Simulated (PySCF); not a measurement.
Zn(tBu)(SMe), SMILES C[S][Zn][C](C)(C)C at its GFN2-xTB optimised geometry (Å):

```
19

Zn     0.0519    -1.3517     0.0000
C     -1.7202    -0.2381     0.0000
C     -1.2988     1.1374    -0.5078
C     -2.7847    -0.8248    -0.9184
C     -2.2640    -0.1196     1.4188
H     -2.1644     1.8044    -0.5324
H     -0.8950     1.0823    -1.5189
H     -0.5516     1.5911     0.1437
H     -2.4190    -0.9210    -1.9390
H     -3.1078    -1.8044    -0.5737
H     -3.6583    -0.1680    -0.9346
H     -2.5973    -1.0842     1.7957
H     -1.5142     0.2786     2.1017
H     -3.1200     0.5600     1.4297
S      2.4125    -1.3517     0.0000
C      2.5902     0.4631     0.1148
H      2.1625     0.9426    -0.7620
H      3.6583     0.6564     0.1479
H      2.1279     0.8344     1.0261
```

Computed with PBE0/def2-SVP in PySCF. Cells within 0.4 Å of a nucleus heavier than hydrogen are left out (blank, or x).

Map of the deformation density (molecule minus spherical neutral atoms) (e/bohr³) on the plane z = 0.0 Å:

```
|2222222222222222222222222222222|
|2222222222222222222222222222222|
|2222222222222222222222222222222|
|2222222222222222222222222222222|
|2222222222222222222222222222222|
|2222222222222222222222222222222|
|2222222222222222222222222222222|
|2222222222222222222222222222222|
|2222222222222222222222222222222|
|2222222222222222222222222222222|
|2222222222323322222222222222222|
|2222222222435962222222222222222|
|2222222222224852222232133222222|
|2222222221244322222245476222222|
|222222221136422222222xx86222222|
|2222222211xx3222222224433222222|
|2222222123xx5432222235422222222|
|2222222113235422223212212222222|
|222222222223430xx2332x222222222|
|222222222222332x02342x432222222|
|2222222222222222223312333222222|
|2222222222222222222222222222222|
|2222222222222222222222222222222|
|2222222222222222222222222222222|
|2222222222222222222222222222222|
|2222222222222222222222222222222|
|2222222222222222222222222222222|
|2222222222222222222222222222222|
|2222222222222222222222222222222|
|2222222222222222222222222222222|
|2222222222222222222222222222222|
```
Scale: ten equal steps from -0.035 (start of '0') to 0.087 (end of '9'), in the order '0123456789'; x runs from -6.00 to 6.00, y from -6.00 (bottom) to 6.00 (top).
